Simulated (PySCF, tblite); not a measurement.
Isomers of C2H5FNSi (doublet state), one GFN2-xTB conformer each. Single-point energies are computed at B3LYP/pcH-1 (PySCF, gas phase, no added dispersion term), electronic only. GFN2-xTB treats the open shell by occupation alone, and not every SCF solution was tested for stability.

Question: Rank them by B3LYP/pcH-1 energy, lowest first (kJ/mol).
A. `[H]/[C:1]=[CH:2]\[Si@H:3]([NH2:4])[F:5]` (doublet state) with C1–C2–Si3–N4 90°, C2–Si3–N4–H -158° and 56°
B. `[CH2:1]=[CH:2][Si@@H:3]([NH:4])[F:5]` (doublet state) with C1–C2–Si3–N4 -119°, C2–Si3–N4–H 107°

Answer: A (0.0), B (16.5).

Neighbours under 21 kJ/mol apart ([H]/[C]=C\[Si@H](N)F and C=C[Si@@H]([NH])F) can change places with a better method, another conformer or zero-point energy. GFN2-xTB itself gives, in the same order: 14.3, 0.0. GFN2-xTB puts C=C[Si@@H]([NH])F lowest instead.

What happens when harmonic zero-point energies from GFN2-xTB frequencies are added?

```tsv
SMILES	ZPE (kJ/mol)	electronic (kJ/mol)	with ZPE (kJ/mol)
[H]/[C]=C\[Si@H](N)F	168.0	0.0	0.0
C=C[Si@@H]([NH])F	168.6	16.5	17.1
```

The zero-point energies span 0.6 kJ/mol. The order is unchanged.

As an exercise, what shares would exp(−E/RT) give at 2000 K from these electronic energies alone (no entropy, no degeneracies)?

RT = 16.629 kJ/mol: [H]/[C]=C\[Si@H](N)F 73.0 %, C=C[Si@@H]([NH])F 27.0 %.
